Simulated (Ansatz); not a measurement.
A structure relaxed at PBE0-D4/def2-TZVP, charge 0, multiplicity 1:

```csv
atom,x (Å),y (Å),z (Å)
C1,-0.3272,-1.2874,-2.1673
N2,-0.7975,-0.7432,-0.9224
B3,0.0072,-0.0321,0.0189
N4,-0.5919,0.5376,1.1832
C5,-1.9937,0.4903,1.4989
N6,1.4008,0.1541,-0.2305
C7,2.2935,0.9197,0.5965
H8,0.3687,-0.5908,-2.6434
H9,-1.1550,-1.4330,-2.8660
H10,0.1875,-2.2540,-2.0619
H11,-1.7032,-1.0703,-0.6388
H12,-0.0017,0.8243,1.9430
H13,-2.3145,-0.4611,1.9487
H14,-2.2630,1.2879,2.1959
H15,-2.5885,0.6472,0.5946
H16,1.8564,-0.4315,-0.9068
H17,3.1744,1.2344,0.0312
H18,1.7978,1.8314,0.9418
H19,2.6500,0.3766,1.4845
```

Give its formula and SMILES.

C3H12BN3, `CNB(NC)NC`.

Point group (tolerance 0.08 Å, 0.16 Å for H)?

C3.

Summarise the bond lengths by kind.

3 × C–N 1.438 Å; 9 × C–H 1.093 to 1.100 Å; 3 × B–N 1.428 Å; 3 × H–N 1.004 Å.

Program: Ansatz 0.2.0.
